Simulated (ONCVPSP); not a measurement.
Transferability test, ONCV potential for bromine (Br)

ONCVPSP 4.0.1 input, shortened (lines: element, Z, core and valence counts, functional; n l f; lmax; l rc ep ncon nbas qcut; lloc lpopt rc5 dvloc0; l nproj debl; icmod fcfact rcfact), PBE, scalar-relativistic:

```
  Br 35.00    5    3        4      upf
    1    0    2.00
    2    0    2.00
    2    1    6.00
    3    0    2.00
    3    1    6.00
    3    2   10.00
    4    0    2.00
    4    1    3.00
    2
    0    1.40    0.00    5    9    4.70
    1    1.45    0.00    4    8    6.00
    2    0.50    0.00    4    9   21.20
    4    2    0.35    6.00
    0    1    2.60
    1    2    3.20
    2    2    1.00
    3    1.75    1.70
```

In the d channel the program set the typed energies aside and used -3.336, 0.250 Ha.

Energies are relative to the spin-unpolarised reference configuration 3d10 4s2 4p3; without spin polarisation the order of configurations can differ from experiment.

```
valence configuration  charge  ΔE all-electron (eV)  error AE − PS (meV)
         3d10 4s2 4p5       0               -35.315                  +12
         3d10 4s2 4p2      +3                33.983                 -0.4
       3d10 4s2 4p4.5    +0.5               -30.240                 +9.4
```

Problem. What are ΔE and the potential's error for 3d10 4s2 4p4?

Solution. ΔE = -22.761 eV all-electron; the error (AE − PS) is +6.2 meV.

Note: ghosts flagged at negative energy: s at -788.0 eV, p at -120.6 eV; no localised positive-energy state flagged. A true bound ghost makes a file unfit for plane-wave use.
